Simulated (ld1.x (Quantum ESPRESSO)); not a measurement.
**Reading a pseudo-wave (cobalt (Co))**

Columns: radius, all-electron u(r) and pseudo u(r) of the 3p shell (level -65.51 eV) of cobalt in the configuration [Ne] 3s2 3p6 3d7 4s2 4p0; LDA (PZ), scalar-relativistic, RRKJ scheme, ld1.x (Quantum ESPRESSO) 7.5.

```tsv
r (bohr)	all-electron	pseudo
0.082	0.4942	-0.0436
0.165	0.5883	-0.1700
0.248	0.2142	-0.3603
0.330	-0.2727	-0.5826
0.413	-0.6933	-0.8076
0.495	-0.9773	-0.9966
0.578	-1.1352	-1.1280
0.660	-1.1897	-1.1864
0.742	-1.1739	-1.1774
0.825	-1.1122	-1.1165
0.908	-1.0249	-1.0262
0.990	-0.9269	-0.9269
1.072	-0.8263	-0.8263
1.155	-0.7275	-0.7275
1.238	-0.6350	-0.6350
1.320	-0.5514	-0.5514
1.402	-0.4763	-0.4763
1.485	-0.4089	-0.4089
1.568	-0.3498	-0.3498
1.650	-0.2989	-0.2989
1.733	-0.2543	-0.2543
1.815	-0.2164	-0.2164
1.898	-0.1834	-0.1834
1.980	-0.1555	-0.1555
2.062	-0.1317	-0.1317
2.145	-0.1112	-0.1112
```

Question: How many radial nodes do the two functions have?

Answer: The all-electron 3p function has n − l − 1 = 1; the pseudo-wave has 0, since the states of the same l below it are removed with the core.

Question: At about which radius was the pseudo-wave matched?

Answer: 1.00 bohr, where the columns begin to agree (steps of 0.08 bohr).

Question: Where does each function peak?

Answer: Outermost all-electron maximum near 0.66 bohr, pseudo maximum near 0.66 bohr (to the table’s step).

Question: Is the pseudo-wave norm-conserving?

Answer: Yes: the RRKJ scheme keeps the norm inside the radius equal to the all-electron one, which fixes the energy derivative of the logarithmic derivative at the level.
